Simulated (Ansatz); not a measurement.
Cost and result for the atomization energy of CH7GaGeO, SMILES `[CH3][Ga]([OH])[GeH3]` (11 atoms, 10 bonds).

| atom | x (Å) | y (Å) | z (Å) |
| --- | --- | --- | --- |
| C1 | -1.640 | -0.252 | -1.052 |
| Ga2 | -0.212 | 0.340 | 0.167 |
| O3 | -0.498 | 1.842 | 1.114 |
| Ge4 | 1.984 | -0.614 | 0.614 |
| H5 | -1.498 | -1.285 | -1.371 |
| H6 | -2.617 | -0.162 | -0.572 |
| H7 | -1.646 | 0.382 | -1.943 |
| H8 | -1.349 | 2.255 | 0.951 |
| H9 | 1.954 | -2.153 | 0.544 |
| H10 | 2.999 | -0.142 | -0.445 |
| H11 | 2.525 | -0.211 | 1.995 |

The species carries charge 0 and has multiplicity 1. Correlated methods include outer-core shells of Ga, Ge, which these sets cover unevenly. Scalar relativity is left out up to krypton. All single points use the PBE0-D4/def2-TZVP geometry. It is one conformer, not always the lowest. Program: Ansatz. All runs use 4 threads of an Arm Neoverse V1 on a shared host. Times are those of one run each, without the atoms' runs, and a repeat can differ threefold. Electronic energies, without spin–orbit coupling; frozen cores. CCSD(T)/CBS adds CCSD(T) − MP2 in def2-TZVPP to the MP2 limit, and its time is that of the two runs behind it. T1 = 0.013. With those shells the extrapolation isn't a true limit. B3LYP takes the VWN-RPA correlation (the form of Gaussian; ORCA's B3LYP/G). HSE06 is the plane-wave form, built on full-range PBE exchange.

CCSD(T)/CBS is a level of theory with its own doubt, some kJ/mol a heavy atom from the limit and from the frozen cores, so smaller differences don't rank the functionals.

```tsv
level	functions	wall time	atomization (kJ/mol)	difference from CCSD(T)/CBS	per bond
PBE0-D4/def2-TZVPP	256	4.1 s	3437.1	-56.2	-5.6
BHLYP-D4/def2-TZVPP	256	4.3 s	3368.1	-125.2	-12.5
HSE06-D4/def2-TZVPP	256	4.6 s	3438.2	-55.1	-5.5
CAM-B3LYP-D4/def2-TZVPP	256	4.7 s	3469.8	-23.5	-2.4
B3LYP-D4/def2-TZVPP (with forces)	256	6.5 s	3442.8	-50.5	-5.1
r2SCANh-D4/def2-TZVPP	256	6.5 s	3461.2	-32.1	-3.2
PBE-QIDH/def2-TZVPP	256	7.5 s	3444.5	-48.8	-4.9
B97M-V/def2-TZVPP	256	9.5 s	3482.1	-11.2	-1.1
ωB97X-V/def2-TZVPP	256	10 s	3482.3	-11.0	-1.1
CCSD(T)/def2-SVP	127	15 s	3279.9	-213.4	-21.3
MP2/def2-QZVPP	502	31 s	3482.2	-11.1	-1.1
CCSD(T)/def2-TZVPP	256	5.2 min	3425.7	-67.6	-6.8
CCSD(T)/CBS(def2)	–	5.7 min	3493.3	0.0	0.0
```

At CCSD(T), def2-SVP lies −213.4 kJ/mol from the extrapolated value and def2-TZVPP −67.6 kJ/mol: correlation converges slowly with the basis, and small sets miss more of it in the bonded molecule than in its fragments. From r2SCAN to r2SCAN0 (25 % exact exchange), in def2-TZVPP and without D4, the atomization energy moves by −48.7 kJ/mol: exact exchange takes away binding that semilocal exchange gives to molecules. In def2-TZVPP, CCSD(T) changes the Hartree–Fock value by +907.7 kJ/mol (the triples alone add +44.6 kJ/mol) and MP2 by +924.9 kJ/mol; breaking electron pairs costs correlation energy, which Hartree–Fock lacks.

For some Ge, Se and Sn compounds the MP2-based and the directly extrapolated limit differ by 10 to 25 kJ/mol.
